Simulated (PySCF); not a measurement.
C2H8OSSi, SMILES S[Si](C)(O)C.

Geometry optimised at B3LYP-D3(BJ)/def2-SVP. One conformer was computed; it need not be the lowest.

Level of theory: TDA-PBE0/def2-SVPD run with PySCF 2.14.0.

Vertical excitations. Isolated molecule, no solvent.

```json
[
 {"state": "S1", "energy (eV)": "6.12", "λ (nm)": "203", "f": "0.030", "main pairs": "HOMO→LUMO 77 %, HOMO→LUMO+1 17 %"},
 {"state": "S2", "energy (eV)": "6.69", "λ (nm)": "185", "f": "0.063", "main pairs": "HOMO→LUMO+1 42 %, HOMO→LUMO+2 34 %, HOMO→LUMO 19 %"},
 {"state": "S3", "energy (eV)": "7.06", "λ (nm)": "176", "f": "0.011", "main pairs": "HOMO→LUMO+2 59 %, HOMO→LUMO+1 35 %"},
 {"state": "S4", "energy (eV)": "7.39", "λ (nm)": "168", "f": "0.056", "main pairs": "HOMO−1→LUMO 93 %"},
 {"state": "S5", "energy (eV)": "7.50", "λ (nm)": "165", "f": "0.005", "main pairs": "HOMO→LUMO+3 79 %"},
 {"state": "S6", "energy (eV)": "7.65", "λ (nm)": "162", "f": "0.010", "main pairs": "HOMO→LUMO+4 73 %, HOMO−2→LUMO 14 %"},
 {"state": "S7", "energy (eV)": "7.71", "λ (nm)": "161", "f": "0.041", "main pairs": "HOMO−2→LUMO 60 %, HOMO−1→LUMO+1 16 %, HOMO→LUMO+4 12 %"},
 {"state": "S8", "energy (eV)": "7.88", "λ (nm)": "157", "f": "0.012", "main pairs": "HOMO→LUMO+5 36 %, HOMO−1→LUMO+1 32 %, HOMO−2→LUMO 20 %"},
 {"state": "S9", "energy (eV)": "7.97", "λ (nm)": "156", "f": "0.020", "main pairs": "HOMO→LUMO+5 45 %, HOMO−1→LUMO+1 40 %"},
 {"state": "S10", "energy (eV)": "8.06", "λ (nm)": "154", "f": "0.018", "main pairs": "HOMO→LUMO+6 75 %, HOMO→LUMO+7 12 %"},
 {"state": "T1", "energy (eV)": "5.68", "λ (nm)": "218", "f": "0", "main pairs": "HOMO→LUMO 59 %, HOMO→LUMO+1 30 %"},
 {"state": "T2", "energy (eV)": "6.32", "λ (nm)": "196", "f": "0", "main pairs": "HOMO→LUMO+2 36 %, HOMO→LUMO 29 %, HOMO→LUMO+1 28 %"},
 {"state": "T3", "energy (eV)": "6.68", "λ (nm)": "185", "f": "0", "main pairs": "HOMO→LUMO+2 46 %, HOMO→LUMO+1 33 %"},
 {"state": "T4", "energy (eV)": "6.99", "λ (nm)": "177", "f": "0", "main pairs": "HOMO−1→LUMO 49 %, HOMO−1→LUMO+1 13 %, HOMO−1→LUMO+2 9 %"}
]
```
Triplets are in the Tamm–Dancoff approximation.
